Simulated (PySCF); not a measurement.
**Worked example: chemical shift, span and skew from a shielding tensor**

C5H7F, SMILES FC1CCCC=1. Atoms are numbered in the order given.

```xyz
13

F      1.9575    -0.7541     0.2770
C      0.6986    -0.3385     0.1187
C     -0.3848    -1.1132     0.0825
C     -1.6219    -0.2530    -0.0432
C     -1.0540     1.1331    -0.4431
C      0.4171     1.1349     0.0224
H     -0.3805    -2.2000     0.1851
H     -2.1617    -0.2090     0.9207
H     -2.3396    -0.6353    -0.7872
H     -1.6357     1.9694    -0.0282
H     -1.0810     1.2278    -1.5402
H      1.0993     1.6442    -0.6768
H      0.5519     1.6097     1.0110
```

The structure is a stationary point at ωB97X-D3(BJ)/def2-SVP. Other conformers were not sampled.

GIAO shieldings from PBE/pcSseg-1 in PySCF, non-relativistic, no solvent. The symmetric part of the tensor of C6 has the principal values 124.4, 148.8, 163.7 ppm. The same nucleus in TMS has σ = 182.0 ppm at this level (PySCF, at its B3LYP-D3(BJ)/def2-TZVP geometry).

Task: Work out the isotropic shielding, the ¹³C shift against TMS, the span and the skew.

Result: 
σ(iso) = (σ11 + σ22 + σ33)/3 = 145.6 ppm. δ = σ(ref) − σ(iso) = 182.0 − (145.6) = 36.4 ppm.
Span Ω = σ33 − σ11 = 39.3 ppm. Skew κ = 3(σ(iso) − σ22)/Ω = -0.24. Tumbling in solution averages the tensor to δ; in a static solid the shielding alone would spread this spin-1/2 line over Ω.
